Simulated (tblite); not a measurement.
Input of a run (GFN2-xTB geometry optimisation, gas phase (tblite 0.8.0)), started from a force field or distance geometry:
```
{"job": {"kind": "relax", "xc": "GFN2-xTB", "basis": "xTB"}, "charge": 0, "multiplicity": 2}
C      3.501300     0.583400    -0.194400
N      2.474800    -0.061400     0.580200
C      1.352900    -0.304500     0.063100
C      0.222100    -0.968200     0.785500
C      0.051300    -2.319500     0.236000
N     -0.081300    -3.395400    -0.213300
C     -1.018400    -0.209300     0.555500
C     -2.023800     0.437800     0.366800
C     -3.251100     1.200000     0.112500
H      4.498600     0.219500    -0.010000
H      3.412400     1.689400    -0.134700
H      1.101700    -0.025800    -0.979300
H      0.448300    -1.031200     1.887900
H     -3.115400     2.260600     0.461500
H     -3.513400     1.200200    -0.976700
H     -4.067500     0.733200     0.715700
```

Output (eV, eV/Å):
```
step      E/eV     max force
  0    -658.05316    3.770
  1    -657.97925   12.169
  2    -658.42011    2.041
  3    -658.48808    1.756
  4    -658.55287    1.622
  5    -658.64795    0.925
  6    -658.70184    0.724
  7    -658.73980    0.497
  8    -658.76209    0.494
  9    -658.78693    0.420
 10    -658.80935    0.374
 11    -658.83557    0.371
 12    -658.86161    0.400
 13    -658.87839    0.289
 14    -658.88768    0.302
 15    -658.89348    0.233
 16    -658.89715    0.201
 17    -658.89981    0.115
 18    -658.90136    0.112
 19    -658.90243    0.097
 20    -658.90337    0.090
 21    -658.90443    0.090
 22    -658.90554    0.096
 23    -658.90660    0.104
 24    -658.90765    0.097
 25    -658.90882    0.097
 26    -658.91000    0.075
 27    -658.91091    0.065
 28    -658.91153    0.057
 29    -658.91206    0.052
 30    -658.91267    0.057
 31    -658.91332    0.052
 32    -658.91395    0.065
 33    -658.91460    0.076
 34    -658.91539    0.069
 35    -658.91636    0.086
 36    -658.91730    0.078
 37    -658.91800    0.079
 38    -658.91854    0.074
 39    -658.91911    0.078
 40    -658.91981    0.087
 41    -658.92055    0.087
 42    -658.92114    0.060
 43    -658.92166    0.046
 44    -658.92206    0.053
 45    -658.92240    0.045
 46    -658.92281    0.043
 47    -658.92310    0.036
 48    -658.92333    0.038
 49    -658.92353    0.034
 50    -658.92373    0.031
 51    -658.92392    0.036
 52    -658.92412    0.033
 53    -658.92435    0.041
 54    -658.92456    0.033
 55    -658.92475    0.046
 56    -658.92494    0.044
 57    -658.92514    0.040
 58    -658.92532    0.040
 59    -658.92545    0.023
 60    -658.92551    0.023
 61    -658.92556    0.018
 62    -658.92561    0.027
 63    -658.92566    0.024
 64    -658.92571    0.013
 65    -658.92574    0.013
 66    -658.92578    0.018
 67    -658.92581    0.026
 68    -658.92586    0.024
 69    -658.92591    0.021
 70    -658.92595    0.024
 71    -658.92598    0.021
 72    -658.92602    0.018
 73    -658.92606    0.015
 74    -658.92608    0.012
 75    -658.92609    0.011
 76    -658.92610    0.009
```

Q: Summarise the run.

A: The energy falls by 20.1 kcal/mol over 76 L-BFGS steps, the largest force on an atom goes from 3.77 to 0.009 eV/Å, and the atoms move by 0.233 Å rms after alignment. The bond that changes most is C1–N2 (ends: carbon bonded to N and 2 H; nitrogen bonded to 2 C), which shortens by 0.149 Å. Bonds longer at the end by more than 0.005 Å: 2 of 15; shorter: 12. Among the angles that change most is N2–C1–H11, from 111.1° to 123.5°. Among the dihedrals that turn most is H11–C1–N2–C3, from 87° to 19°. The energy rose by more than 1e-5 eV at step 1.

Q: What are the final bond lengths?

A: C1–N2 1.289 Å, N2=C3 1.293 Å, C3–C4 1.503 Å, C4–C5 1.453 Å, C5≡N6 1.143 Å, C4–C7 1.458 Å, C7≡C8 1.198 Å, C8–C9 1.445 Å, C1–H10 1.076 Å, C1–H11 1.086 Å, C3–H12 1.089 Å, C4–H13 1.097 Å, C9–H14 1.090 Å, C9–H15 1.089 Å, C9–H16 1.089 Å. Numbering counts from 1 in the input's order; the species is `[CH2]/N=C/[C@H](C#N)C#CC` [radical].

Hardware: an Arm Neoverse V1 with one thread, shared host. Cost: 0.5 s.

Its lowest GFN2-xTB frequency is 19i cm⁻¹, too small to tell a flat minimum from a shallow saddle.

One conformer stands for the species.

These are computed values.
